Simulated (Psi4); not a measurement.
B2F3, doublet, at a GFN2-xTB geometry; Psi4 with MP2/def2-SVPD.

Input for Psi4:
```
memory 2 GB

molecule {
0 2
F     2.28800819   -0.25131237   -0.03783998
B     1.01482057   -0.12552342    0.08614484
B    -0.53657336    0.05826643    0.01378160
F    -1.15328058    1.24668203    0.14170634
F    -1.40042050   -0.95800468   -0.15938105
}

set {
  basis def2-svpd
  reference uhf
}

energy('mp2')
print_variables()
```

Output, abridged:

```
    SCF Algorithm Type (re)set to DF.

   => Loading Basis Set <=

    Name: DEF2-SVPD
    Role: ORBITAL
    Keyword: BASIS

         ---------------------------------------------------------
                                   SCF
               by Justin Turney, Rob Parrish, Andy Simmonett
                          and Daniel G. A. Smith
                              UHF Reference
         ---------------------------------------------------------

  ==> Geometry <==

    Molecular point group: c1
    Full point group: C1

    Geometry (in Angstrom), charge = 0, multiplicity = 2:

       Center              X                  Y                   Z               Mass
    ------------   -----------------  -----------------  -----------------  -----------------
         F            2.285256406449    -0.250925377114    -0.038414945611    18.998403162730
         B            1.012068786449    -0.125136427114     0.085569874389    11.009305360000
         B           -0.539325143551     0.058653422886     0.013206634389    11.009305360000
         F           -1.156032363551     1.247069022886     0.141131374389    18.998403162730
         F           -1.403172283551    -0.957617687114    -0.159956015611    18.998403162730

  Running in c1 symmetry.

  Rotational constants: A =      0.35320  B =      0.09458  C =      0.07468 [cm^-1]
  Rotational constants: A =  10588.52094  B =   2835.58048  C =   2238.90591 [MHz]
  Nuclear repulsion =  131.291268311664481

  Charge       = 0
  Multiplicity = 2
  Electrons    = 37
  Nalpha       = 19
  Nbeta        = 18

  ==> Algorithm <==

  SCF Algorithm Type is DF.
  DIIS enabled.
  MOM disabled.
  Fractional occupation disabled.
  Guess Type is SAD.
  Energy threshold   = 1.00e-08
  Density threshold  = 1.00e-08
  Integral threshold = 1.00e-12

  ==> Primary Basis <==

  Basis Set: DEF2-SVPD
    Blend: DEF2-SVPD
    Number of shells: 43
    Number of basis functions: 109
    Number of Cartesian functions: 119
    Spherical Harmonics?: true
    Max angular momentum: 2

   => Loading Basis Set <=

    Name: (DEF2-SVPD AUX)
    Role: JKFIT
    Keyword: DF_BASIS_SCF

  ==> Integral Setup <==

  SCF_SUBTYPE=INCORE selected. In-core MEM_DF algorithm will be used.
  Using in-core AOs.

  ==> MemDFJK: Density-Fitted J/K Matrices <==

    J tasked:                   Yes
    K tasked:                   Yes
    wK tasked:                   No
    Algorithm:                 Core
    Schwarz Cutoff:           1E-12
[...]
  @DF-UHF Final Energy:  -347.51616310831224
    Total Energy =                       -347.5161631083122415
[...]
 Magnitude           :                                                    0.8571664

 ------------------------------------------------------------------------------------

  //>>>>>>>>>>>>>>>>>>>>>>>>>>>>>>>>>>>//
  //               DFMP2               //
  //<<<<<<<<<<<<<<<<<<<<<<<<<<<<<<<<<<<//

   => Loading Basis Set <=

    Name: (DEF2-SVPD AUX)
    Role: RIFIT
    Keyword: DF_BASIS_MP2

	 --------------------------------------------------------
	                          DF-MP2
	      2nd-Order Density-Fitted Moller-Plesset Theory

	        Rob Parrish, Justin Turney, Andy Simmonett,
	           Ed Hohenstein, and C. David Sherrill
	 --------------------------------------------------------

	 --------------------------------------------------------
	                 NBF =   109, NAUX =   320
	 --------------------------------------------------------
	   CLASS    FOCC     OCC    AOCC    AVIR     VIR    FVIR
	   ALPHA       0      19      19      90      90       0
	    BETA       0      18      18      91      91       0
	 --------------------------------------------------------

	-----------------------------------------------------------
	 ==================> DF-MP2 Energies <====================
	-----------------------------------------------------------
	 Reference Energy          =    -347.5161631083122415 [Eh]
	 Singles Energy            =      -0.0000000000000000 [Eh]
	 Same-Spin Energy          =      -0.2017734659562823 [Eh]
	 Opposite-Spin Energy      =      -0.5263685676807027 [Eh]
	 Correlation Energy        =      -0.7281420336369850 [Eh]
	 Total Energy              =    -348.2443051419492122 [Eh]
	-----------------------------------------------------------
	 ================> DF-SCS-MP2 Energies <==================
	-----------------------------------------------------------
	 SCS Same-Spin Scale       =       0.3333333333333333 [-]
	 SCS Opposite-Spin Scale   =       1.2000000000000000 [-]
	 SCS Same-Spin Energy      =      -0.0672578219854274 [Eh]
	 SCS Opposite-Spin Energy  =      -0.6316422812168433 [Eh]
	 SCS Correlation Energy    =      -0.6989001032022707 [Eh]
	 SCS Total Energy          =    -348.2150632115145186 [Eh]
	-----------------------------------------------------------

  Variable Map:
  ----------------------------------------------------------------------------
[...]
  Array Variable Map:
  ----------------------------------------------------------------------------
[...]
[...]
```
